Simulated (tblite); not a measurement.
C6H10B2F2.
Atom-mapped SMILES: `[CH3:1][B:2]([CH3:3])[C@H:4]([CH3:5])[C:6]#[C:7][B:8]([F:9])[F:10]` (hydrogens: H11, H12, H13 on C1; H14, H15, H16 on C3; H17 on C4; H18, H19, H20 on C5)

Computed with GFN2-xTB (tblite), gas phase: L-BFGS steps from a force-field or distance-geometry start until the largest atomic force falls under 0.01 eV/Å.

Step 27: E = -813.7582 eV
```
atom  x, y, z in Å  |  force x, y, z in eV/Å
C1     -2.5852   -0.1945   -0.7208   -0.022  -0.024   0.002
B2     -1.1731    0.3952   -0.3592   -0.007   0.005   0.088
C3     -1.0682    1.6719    0.5461    0.018   0.035   0.035
C4      0.1591   -0.2650   -0.9409    0.072   0.044   0.011
C5      0.1443   -1.7688   -1.2725   -0.015  -0.027  -0.036
C6      1.3277    0.0182   -0.1455    0.085  -0.128  -0.094
C7      2.3450    0.1288    0.4988    0.051   0.006   0.054
B8      3.6286    0.3496    1.2480   -0.012   0.057  -0.037
F9      4.0276    1.5609    1.6060    0.046  -0.018   0.046
F10     4.4722   -0.6184    1.5717   -0.091   0.048  -0.005
H11    -2.6770   -1.2106   -0.3399   -0.057  -0.026   0.005
H12    -2.7468   -0.2606   -1.7958    0.049  -0.020  -0.012
H13    -3.4067    0.3840   -0.3070   -0.020  -0.004   0.011
H14    -1.7467    2.4583    0.2204   -0.007   0.023   0.028
H15    -1.3746    1.4150    1.5602   -0.047  -0.002   0.013
H16    -0.0678    2.0870    0.6232    0.042   0.045  -0.033
H17     0.3012    0.2936   -1.8787   -0.041   0.013  -0.039
H18     0.7335   -1.9742   -2.1614    0.077  -0.028  -0.017
H19     0.5676   -2.3414   -0.4512   -0.036   0.017   0.043
H20    -0.8659   -2.1185   -1.4466   -0.086  -0.017  -0.064
```

Step 28: E = -813.7611 eV
```
atom  x, y, z in Å  |  force x, y, z in eV/Å
C1     -2.5859   -0.1943   -0.7189   -0.017  -0.010   0.017
B2     -1.1739    0.4003   -0.3655    0.062  -0.069   0.099
C3     -1.0642    1.6700    0.5491    0.011   0.019  -0.003
C4      0.1598   -0.2617   -0.9496    0.070   0.034   0.006
C5      0.1461   -1.7688   -1.2747   -0.028   0.030  -0.008
C6      1.3298    0.0201   -0.1546    0.048  -0.115  -0.091
C7      2.3426    0.1287    0.4973    0.043   0.025   0.039
B8      3.6239    0.3510    1.2496   -0.008   0.046  -0.045
F9      4.0240    1.5625    1.6069    0.044  -0.044   0.044
F10     4.4636   -0.6206    1.5736   -0.081   0.069   0.005
H11    -2.6784   -1.2075   -0.3322   -0.031  -0.050   0.017
H12    -2.7546   -0.2670   -1.7912    0.050  -0.015  -0.052
H13    -3.4047    0.3844   -0.3027   -0.051   0.026   0.019
H14    -1.7406    2.4581    0.2251   -0.023   0.048   0.034
H15    -1.3748    1.4065    1.5605   -0.019   0.016   0.002
H16    -0.0623    2.0830    0.6237    0.022   0.033  -0.003
H17     0.3013    0.2936   -1.8898   -0.039   0.005  -0.031
H18     0.7496   -1.9802   -2.1535    0.037  -0.025   0.003
H19     0.5587   -2.3327   -0.4417   -0.049   0.002   0.026
H20    -0.8650   -2.1147   -1.4563   -0.040  -0.025  -0.079
```

Step 29: E = -813.7640 eV
```
atom  x, y, z in Å  |  force x, y, z in eV/Å
C1     -2.5862   -0.1951   -0.7170   -0.003   0.002   0.029
B2     -1.1735    0.4027   -0.3667    0.107  -0.122   0.086
C3     -1.0610    1.6695    0.5524    0.002   0.002  -0.037
C4      0.1618   -0.2593   -0.9558    0.038   0.000  -0.010
C5      0.1464   -1.7690   -1.2774   -0.033   0.065   0.016
C6      1.3346    0.0177   -0.1632    0.021  -0.076  -0.070
C7      2.3414    0.1289    0.4975    0.008   0.042   0.000
B8      3.6206    0.3539    1.2503    0.001   0.030  -0.037
F9      4.0233    1.5640    1.6088    0.039  -0.045   0.041
F10     4.4556   -0.6212    1.5744   -0.048   0.062   0.021
H11    -2.6824   -1.2068   -0.3279   -0.006  -0.057   0.026
H12    -2.7569   -0.2718   -1.7884    0.050  -0.005  -0.061
H13    -3.4038    0.3843   -0.3000   -0.061   0.041   0.013
H14    -1.7368    2.4578    0.2285   -0.029   0.061   0.036
H15    -1.3761    1.4020    1.5618    0.016   0.035  -0.007
H16    -0.0580    2.0822    0.6230   -0.009   0.015   0.029
H17     0.2997    0.2945   -1.8977   -0.033  -0.003  -0.016
H18     0.7615   -1.9857   -2.1483   -0.011  -0.018   0.029
H19     0.5511   -2.3262   -0.4352   -0.068  -0.009   0.001
H20    -0.8663   -2.1117   -1.4642    0.020  -0.022  -0.088
```

Task: Estimate the geometry and energy of step 30. (The exact step hangs on the optimiser's Hessian estimate; all steps are aligned on step 29, rigid shifts and turns removed.)

Result: E = -813.7670 eV, largest force 0.173 eV/Å
```
atom  x, y, z in Å  |  force x, y, z in eV/Å
C1     -2.5861   -0.1969   -0.7148    0.013   0.007   0.035
B2     -1.1713    0.4012   -0.3628    0.101  -0.129   0.055
C3     -1.0585    1.6697    0.5552   -0.009  -0.013  -0.055
C4      0.1647   -0.2579   -0.9599   -0.008  -0.041  -0.026
C5      0.1454   -1.7687   -1.2800   -0.028   0.060   0.025
C6      1.3407    0.0123   -0.1713    0.009  -0.020  -0.034
C7      2.3405    0.1299    0.4991   -0.034   0.056  -0.053
B8      3.6186    0.3576    1.2499    0.010   0.014  -0.014
F9      4.0250    1.5648    1.6114    0.033  -0.022   0.035
F10     4.4486   -0.6205    1.5745   -0.004   0.031   0.037
H11    -2.6884   -1.2088   -0.3265    0.014  -0.042   0.028
H12    -2.7540   -0.2748   -1.7874    0.051   0.011  -0.033
H13    -3.4035    0.3846   -0.2986   -0.042   0.035  -0.006
H14    -1.7355    2.4570    0.2303   -0.023   0.055   0.032
H15    -1.3774    1.4020    1.5638    0.046   0.047  -0.013
H16    -0.0552    2.0842    0.6222   -0.037  -0.003   0.051
H17     0.2970    0.2966   -1.9026   -0.028  -0.012  -0.001
H18     0.7685   -1.9909   -2.1453   -0.048  -0.006   0.051
H19     0.5441   -2.3221   -0.4314   -0.085  -0.014  -0.023
H20    -0.8686   -2.1088   -1.4706    0.068  -0.014  -0.092
```

The energy changes by -0.0029 eV. The first-order estimate −F·Δx gives -0.0040 eV and the mean of the old and new forces, exact on a quadratic surface, -0.0029 eV. The step makes an angle of 61° with the force vector and moves no atom by more than 0.011 Å.

The cost below is that of the whole relaxation. Hardware: one thread of an Arm Neoverse V1, shared host with 32 logical CPUs at a one-minute load of 19. Cost: 0.99 s.
